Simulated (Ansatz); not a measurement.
The cluster Be5Se5. Charge 0, multiplicity 3. Geometry PBE-D4/def2-SVP; atoms count from 1.

```xyz
10

Be    1.1971    1.1140    0.9882
Be    0.1069   -1.3723    0.6769
Be    0.8837    0.3507   -1.1558
Be   -1.1713    0.4271    0.8157
Be   -1.0392   -0.8000   -1.1720
Se   -1.1219    1.4792   -1.1332
Se    0.3270   -0.0012    2.4606
Se    0.9256   -1.7706   -1.3431
Se    2.0793    2.0406   -0.6278
Se   -2.1870   -1.4674    0.4904
```

At PBE0-D4/def2-TZVP a singlet of charge 0 lies 2.20 eV below the triplet, each at its own geometry. The structure comes from a short search, and lower isomers may exist.

**Question.** Estimate the Mulliken populations from the PBE0/def2-TZVP orbitals of Ansatz.

**Answer.** 
```tsv
atom	charge (e)	spin (α − β)
Be1	-0.11	0.12
Be2	0.12	0.30
Be3	0.12	0.15
Be4	0.12	0.20
Be5	0.00	0.08
Se6	-0.07	0.45
Se7	-0.03	0.03
Se8	-0.11	0.04
Se9	0.02	0.58
Se10	-0.07	0.05
```
Mulliken values depend strongly on the basis.

**Question.** Where does the spin sit?

**Answer.** Summed by element: Be 0.85, Se 1.15, of 2 unpaired in all. Largest on single atoms: Se9 0.58, Se6 0.45, Be2 0.30.

**Question.** And the Mayer bond orders between heavy atoms (over 0.3)?

**Answer.** Be1–Se7 1.18 (2.04 Å); Be1–Se9 1.12 (2.06 Å); Be2–Se7 0.70 (2.26 Å); Be2–Se8 0.77 (2.22 Å); Be2–Se10 0.63 (2.30 Å); Be3–Se6 0.54 (2.30 Å); Be3–Se8 0.84 (2.13 Å); Be3–Se9 0.81 (2.14 Å); Be4–Se6 0.72 (2.22 Å); Be4–Se7 0.63 (2.27 Å); Be4–Se10 0.82 (2.17 Å); Be5–Se6 0.66 (2.28 Å); Be5–Se8 0.79 (2.20 Å); Be5–Se10 0.93 (2.13 Å).
